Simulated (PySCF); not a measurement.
C5H13BrSi, singlet, geometry from GFN2-xTB, atoms displaced at random by about 0.03 Å a coordinate; TPSS/STO-3G, gradient by finite differences in PySCF.

Input for PySCF:
```python
from pyscf import gto, scf, dft

mol = gto.Mole()
mol.atom = '''
    C    -2.59667394   -0.60702768   -1.22210596
    C    -1.08787769   -0.79026131   -1.53733218
    Si    0.13552011    0.46752458   -0.58222710
    C    -0.41279211    2.20690073   -0.80339721
    Br   -0.07406889   -0.10641428    1.59454787
    C     1.96219873    0.07759333   -1.03480988
    C     2.40228748   -1.26864393   -0.85024861
    H    -2.84762178    0.40958571   -1.50082121
    H    -2.71325849   -0.71724746   -0.13997566
    H    -3.13367792   -1.28704360   -1.71616952
    H    -0.85960894   -1.78204858   -1.27079107
    H    -0.91333648   -0.68984629   -2.60084168
    H    -0.45695040    2.53538284   -1.85350965
    H    -1.40903500    2.39748491   -0.40813974
    H     0.25819695    2.91064093   -0.25466932
    H     2.07508932    0.39524298   -2.05125130
    H     2.58313982    0.78650800   -0.47247594
    H     2.23422479   -1.61413990    0.17309008
    H     1.84090962   -1.92126143   -1.58261251
    H     3.46453582   -1.40114901   -1.09990709
'''
mol.basis = 'sto-3g'
mol.verbose = 4
mol.build()

mf = dft.RKS(mol)
mf.xc = 'tpss'
mf.conv_tol = 1e-11
mf.kernel()
scan, done = mf.as_scanner(), []
scan.scf_summary = {}
def energy(d):
    c = mol.atom_coords()
    c[17, 0] += d
    e = scan(mol.set_geom_(c, unit='Bohr', inplace=False))
    done.append(scan.converged)
    return e
h = 1e-5
fd = (energy(h) - energy(-h)) / (2 * h)
print('dE/dx =', fd)
```

The log (banner, timings and long lists left out):

```
PySCF version 2.14.0

[INPUT] verbose = 4
[INPUT] num. atoms = 20
[INPUT] num. electrons = 92
[INPUT] charge = 0
[INPUT] spin (= nelec alpha-beta = 2S) = 0
[INPUT] symmetry False subgroup None
[INPUT] Mole.unit = angstrom
[INPUT] Symbol           X                Y                Z      unit          X                Y                Z       unit  Magmom
[...]
nuclear repulsion = 634.65529512034
number of shells = 41
number of NR pGTOs = 195
number of NR cGTOs = 65
basis = sto-3g
ecp = {}

******** <class 'pyscf.dft.rks.RKS'> ********
method = RKS
initial guess = minao
damping factor = 0
level_shift factor = 0
DIIS = <class 'pyscf.scf.diis.CDIIS'>
diis_start_cycle = 1
diis_space = 8
diis_damp = 0
SCF conv_tol = 1e-11
SCF conv_tol_grad = None
SCF max_cycles = 50
direct_scf = True
direct_scf_tol = 1e-13
XC library pyscf.dft.libxc version 7.1.2
    S. Lehtola, C. Steigemann, M. J. T. Oliveira, and M. A. L. Marques,  SoftwareX 7, 1–5 (2018)
XC functionals = tpss
    J. Tao, J. P. Perdew, V. N. Staroverov, and G. E. Scuseria,  Phys. Rev. Lett. 91, 146401 (2003)
    J. P. Perdew, J. Tao, V. N. Staroverov, and G. E. Scuseria,  J. Chem. Phys. 120, 6898 (2004)
    J. Tao, J. P. Perdew, V. N. Staroverov, and G. E. Scuseria,  Phys. Rev. Lett. 91, 146401 (2003)
    J. P. Perdew, J. Tao, V. N. Staroverov, and G. E. Scuseria,  J. Chem. Phys. 120, 6898 (2004)
radial grids:
    Treutler-Ahlrichs [JCP 102, 346 (1995); DOI:10.1063/1.469408] (M4) radial grids

becke partition: Becke, JCP 88, 2547 (1988); DOI:10.1063/1.454033
pruning grids: <function nwchem_prune>
grids dens level: 3
symmetrized grids: False
atomic radii adjust function: <function treutler_atomic_radii_adjust>
small_rho_cutoff = 0
Set gradient conv threshold to 3.16228e-06
Initial guess from minao.
tot grids = 237704
init E= -3024.82805465719
[...]
cycle= 1 E= -3028.11778534766  delta_E= -3.29  |g|= 0.483  |ddm|= 5.15
[...]
cycle= 2 E= -3028.12726796529  delta_E= -0.00948  |g|= 0.502  |ddm|= 2.02
[...]
cycle= 3 E= -3028.23179166049  delta_E= -0.105  |g|= 0.0534  |ddm|= 1.03
[...]
cycle= 4 E= -3028.23294022879  delta_E= -0.00115  |g|= 0.0148  |ddm|= 0.117
[...]
cycle= 5 E= -3028.23300303413  delta_E= -6.28e-05  |g|= 0.00527  |ddm|= 0.028
[...]
cycle= 6 E= -3028.23301228582  delta_E= -9.25e-06  |g|= 0.000611  |ddm|= 0.0085
[...]
cycle= 7 E= -3028.23301241857  delta_E= -1.33e-07  |g|= 0.000164  |ddm|= 0.0014
[...]
cycle= 8 E= -3028.23301242978  delta_E= -1.12e-08  |g|= 2.75e-05  |ddm|= 0.000332
[...]
cycle= 9 E= -3028.23301243001  delta_E= -2.25e-10  |g|= 7.18e-06  |ddm|= 4.86e-05
[...]
cycle= 10 E= -3028.23301243003  delta_E= -2.27e-11  |g|= 1.04e-06  |ddm|= 1.2e-05
[...]
cycle= 11 E= -3028.23301243002  delta_E= 7.28e-12  |g|= 3.78e-07  |ddm|= 2.07e-06
[...]
Extra cycle  E= -3028.23301243004  delta_E= -1.82e-11  |g|= 4.25e-07  |ddm|= 1.25e-06
converged SCF energy = -3028.23301243004
Create scanner for <class 'pyscf.dft.rks.RKS'>

WARN: Mole.unit (angstrom) is changed to Bohr

New geometry
   1 C     -2.596673940000  -0.607027680000  -1.222105960000 AA   -4.907002581395  -1.147116065230  -2.309445559599 Bohr
   2 C     -1.087877690000  -0.790261310000  -1.537332180000 AA   -2.055790891124  -1.493377442740  -2.905136782681 Bohr
   3 Si     0.135520110000   0.467524580000  -0.582227100000 AA    0.256095892271   0.883493412702  -1.100249761300 Bohr
   4 C     -0.412792110000   2.206900730000  -0.803397210000 AA   -0.780064034281   4.170437963803  -1.518200696140 Bohr
   5 Br    -0.074068890000  -0.106414280000   1.594547870000 AA   -0.139969916451  -0.201093844943   3.013258766809 Bohr
   6 C      1.962198730000   0.077593330000  -1.034809880000 AA    3.708018201669   0.146630142793  -1.955507264194 Bohr
   7 C      2.402287480000  -1.268643930000  -0.850248610000 AA    4.539665409672  -2.397389577292  -1.606737010692 Bohr
   8 H     -2.847621780000   0.409585710000  -1.500821210000 AA   -5.381225270546   0.774004816436  -2.836141048838 Bohr
[...]
converged SCF energy = -3028.23301241644
[...]
   2 C     -1.087877690000  -0.790261310000  -1.537332180000 AA   -2.055790891124  -1.493377442740  -2.905136782681 Bohr
   3 Si     0.135520110000   0.467524580000  -0.582227100000 AA    0.256095892271   0.883493412702  -1.100249761300 Bohr
   4 C     -0.412792110000   2.206900730000  -0.803397210000 AA   -0.780064034281   4.170437963803  -1.518200696140 Bohr
   5 Br    -0.074068890000  -0.106414280000   1.594547870000 AA   -0.139969916451  -0.201093844943   3.013258766809 Bohr
   6 C      1.962198730000   0.077593330000  -1.034809880000 AA    3.708018201669   0.146630142793  -1.955507264194 Bohr
   7 C      2.402287480000  -1.268643930000  -0.850248610000 AA    4.539665409672  -2.397389577292  -1.606737010692 Bohr
   8 H     -2.847621780000   0.409585710000  -1.500821210000 AA   -5.381225270546   0.774004816436  -2.836141048838 Bohr
   9 H     -2.713258490000  -0.717247460000  -0.139975660000 AA   -5.127315451251  -1.355401262940  -0.264515661505 Bohr
  10 H     -3.133677920000  -1.287043600000  -1.716169520000 AA   -5.921793031397  -2.432159914374  -3.243090376126 Bohr
  11 H     -0.859608940000  -1.782048580000  -1.270791070000 AA   -1.624425470828  -3.367583756870  -2.401447083843 Bohr
  12 H     -0.913336480000  -0.689846290000  -2.600841680000 AA   -1.725955806774  -1.303620556147  -4.914878468554 Bohr
  13 H     -0.456950400000   2.535382840000  -1.853509650000 AA   -0.863511108510   4.791179188522  -3.502625607738 Bohr
  14 H     -1.409035000000   2.397484910000  -0.408139740000 AA   -2.662690249927   4.530589867678  -0.771272329151 Bohr
  15 H      0.258196950000   2.910640930000  -0.254669320000 AA    0.487921521698   5.500314204649  -0.481255267129 Bohr
  16 H      2.075089320000   0.395242980000  -2.051251300000 AA    3.921350498810   0.746900984857  -3.876303169658 Bohr
  17 H      2.583139820000   0.786508000000  -0.472475940000 AA    4.881426801258   1.486284714779  -0.892850127046 Bohr
  18 H      2.234219498228  -1.614139900000   0.173090080000 AA    4.222062953814  -3.050282337733   0.327092846079 Bohr
  19 H      1.840909620000  -1.921261430000  -1.582612510000 AA    3.478815001877  -3.630657916390  -2.990704205210 Bohr
  20 H      3.464535820000  -1.401149010000  -1.099907090000 AA    6.547023848545  -2.647787888605  -2.078523162567 Bohr

******** <class 'pyscf.scf.hf.RKS_Scanner'> ********
method = RKS_Scanner
initial guess = minao
damping factor = 0
level_shift factor = 0
DIIS = <class 'pyscf.scf.diis.CDIIS'>
diis_start_cycle = 1
diis_space = 8
diis_damp = 0
SCF conv_tol = 1e-11
SCF conv_tol_grad = None
SCF max_cycles = 50
direct_scf = True
direct_scf_tol = 1e-13
XC library pyscf.dft.libxc version 7.1.2
    S. Lehtola, C. Steigemann, M. J. T. Oliveira, and M. A. L. Marques,  SoftwareX 7, 1–5 (2018)
XC functionals = tpss
    J. Tao, J. P. Perdew, V. N. Staroverov, and G. E. Scuseria,  Phys. Rev. Lett. 91, 146401 (2003)
    J. P. Perdew, J. Tao, V. N. Staroverov, and G. E. Scuseria,  J. Chem. Phys. 120, 6898 (2004)
    J. Tao, J. P. Perdew, V. N. Staroverov, and G. E. Scuseria,  Phys. Rev. Lett. 91, 146401 (2003)
    J. P. Perdew, J. Tao, V. N. Staroverov, and G. E. Scuseria,  J. Chem. Phys. 120, 6898 (2004)
radial grids:
    Treutler-Ahlrichs [JCP 102, 346 (1995); DOI:10.1063/1.469408] (M4) radial grids

becke partition: Becke, JCP 88, 2547 (1988); DOI:10.1063/1.454033
pruning grids: <function nwchem_prune>
grids dens level: 3
symmetrized grids: False
atomic radii adjust function: <function treutler_atomic_radii_adjust>
small_rho_cutoff = 0
Set gradient conv threshold to 3.16228e-06
tot grids = 237704
init E= -3028.23301211863
[...]
cycle= 1 E= -3028.2330124436  delta_E= -3.25e-07  |g|= 1.47e-06  |ddm|= 8.89e-06
[...]
cycle= 2 E= -3028.23301244361  delta_E= -9.09e-12  |g|= 1.71e-06  |ddm|= 4.92e-06
[...]
Extra cycle  E= -3028.2330124436  delta_E= 1.5e-11  |g|= 2.1e-06  |ddm|= 5.71e-06
converged SCF energy = -3028.2330124436
dE/dx = 0.0013580574886873362
```
